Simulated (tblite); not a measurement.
**Question.** Give a GFN2-xTB geometry of `C/C=C(/C#N)O[SiH2]COC`.

**Answer.** 
```
atom  x, y, z in Å
C1    -3.174   -1.080    0.887
C2    -3.198    0.167    0.078
C3    -2.100    0.790   -0.374
C4    -2.234    1.977   -1.138
N5    -2.348    2.936   -1.755
O6    -0.852    0.323   -0.125
Si7    0.612    0.915   -0.555
C8     1.785   -0.366    0.207
O9     3.082    0.113   -0.085
C10    4.102   -0.721    0.398
H11   -3.668   -0.915    1.844
H12   -3.715   -1.873    0.370
H13   -2.150   -1.400    1.064
H14   -4.162    0.593   -0.157
H15    0.746    0.953   -2.011
H16    0.825    2.240    0.026
H17    1.650   -1.369   -0.222
H18    1.657   -0.466    1.294
H19    4.042   -1.721   -0.051
H20    4.046   -0.824    1.489
H21    5.046   -0.255    0.125
```

Orientation and origin are arbitrary. Atoms count from 1 in this order. Si7 (oxygen-bound silicon) is distorted tetrahedral (angles from 101.7° to 111.2°). O6 (silyl ether oxygen) is bent (angle 130.6°). Of the pairs four or more bonds apart, O6···H13 is among the closest relative to their van der Waals radii: 2.46 Å, 91 % of the sum of Bondi's values. The 3 C–C bonds span 1.341 Å (C2=C3, drawn double) to 1.487 Å (C1–C2, drawn single), a spread of 0.146 Å.

Bonds between heavy atoms (Å): C1–C2 1.487, C2=C3 1.341, C3–C4 1.418, C4≡N5 1.147, C3–O6 1.356, O6–Si7 1.637, Si7–C8 1.897, C8–O9 1.413, O9–C10 1.404.

Structure optimised with GFN2-xTB, isolated species.

Point group: near Cs, missed by 0.13 Å at most; the miss may be what the optimiser left on a soft mode. Its GFN2-xTB frequencies are all real (lowest 24 cm⁻¹). The numbers are those of one conformer (C2–C3–O6–Si7 -179°, C3–O6–Si7–C8 180°, O6–Si7–C8–O9 -178°, Si7–C8–O9–C10 180°). 3 starts were optimised and ended at 0.00, 0.07 and 0.43 kcal/mol (GFN2-xTB); the lowest of these is shown.

The numbers are calculated, not measured.
